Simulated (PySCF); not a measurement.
Compound: H3SiCHF2, CH4F2Si.
Numbering: `[F:1][CH:2]([F:3])[SiH3:4]` (hydrogens: H5 on C2; H6, H7, H8 on Si4)

Geometry (PBE0-D3(BJ)/def2-TZVP, Å), atoms numbered from 1 in this order:
```
atom  x, y, z in Å
F1    -1.161    0.873   -1.232
C2    -0.861   -0.151   -0.379
F3    -0.840   -1.301   -1.116
Si4    0.852    0.146    0.436
H5    -1.692   -0.237    0.331
H6     1.105   -0.959    1.393
H7     0.797    1.442    1.156
H8     1.879    0.172   -0.632
```

Method: PBE0-D3(BJ)/def2-TZVP geometry optimisation, gas phase (PySCF).

Masses are those of the commonest isotopes; rigid-rotor values at the optimised geometry. 

Problem. What are A, B and C (cm⁻¹)?

Solution. Ia = 56.75, Ib = 120.32, Ic = 161.57 u·Å²; 505379 MHz·u·Å²/I gives 8906, 4200 and 3128 MHz, that is A = 0.29706, B = 0.14011, C = 0.10434 cm⁻¹.

Problem. What kind of rotor is it?

Solution. An asymmetric top. Ray's parameter κ = (2B − A − C)/(A − C) = -0.629; −1 is the prolate and +1 the oblate limit.

Problem. What does the inertial defect say?

Solution. Not planar: Δ = Ic − Ia − Ib = -15.49 u·Å². For a rigid frame Δ = −2 Σ m c², so Σ m c² = 7.75 u·Å² lies off the ab plane: 5.14 from hydrogen and 2.61 from heavier atoms. The atom farthest from that plane is 1.52 Å away.

Problem. Where do the levels up to J = 3 lie, in K?

Solution. Above 0(0,0), as E/k:
J = 1: 1(0,1) 0.352, 1(1,1) 0.578, 1(1,0) 0.629
J = 2: 2(0,2) 1.047, 2(1,2) 1.229, 2(1,1) 1.384, 2(2,1) 2.061, 2(2,0) 2.069
J = 3: 3(0,3) 2.072, 3(1,3) 2.203, 3(1,2) 2.511, 3(2,2) 3.116, 3(2,1) 3.154, 3(3,1) 4.379, 3(3,0) 4.379

Problem. Which types of transition are allowed, and where do some lines up to J = 3 fall?

Solution. The dipole components are |μa| = 1.51 D, |μb| = 0.00 D, |μc| = 1.10 D. The squared components, which scale the intensities, stand as 1.00 : 0.00 : 0.53 (a : b : c). Some lines, for components of 0.1 D or more:

```
type  branch         J(Ka,Kc)    MHz  lower level (cm⁻¹)
   a       Q  1(1,0) ← 1(1,1)   1072               0.401
   c       Q  3(1,3) ← 3(0,3)   2722               1.440
   a       Q  2(1,1) ← 2(1,2)   3217               0.855
   c       Q  2(1,2) ← 2(0,2)   3796               0.728
   a       R  2(1,2) ← 1(1,1)  13584               0.401
   a       R  2(0,2) ← 1(0,1)  14493               0.244
   a       R  3(2,2) ← 2(2,1)  21985               1.433
   a       R  3(2,1) ← 2(2,0)  22614               1.438
   c       R  2(2,0) ← 1(1,0)  30008               0.437
   c       R  2(2,1) ← 1(1,1)  30917               0.401
   c       R  3(2,1) ← 2(1,1)  36893               0.962
   c       R  3(3,1) ← 2(2,1)  48287               1.433
```

No PBE0-D3(BJ)/def2-TZVP frequencies stand behind this structure, so it isn't proved a minimum. No vibrational averaging or centrifugal distortion is included, and the geometry carries the error of its method. A rigid rotor knows nothing of internal rotation, which can split or shift real lines.
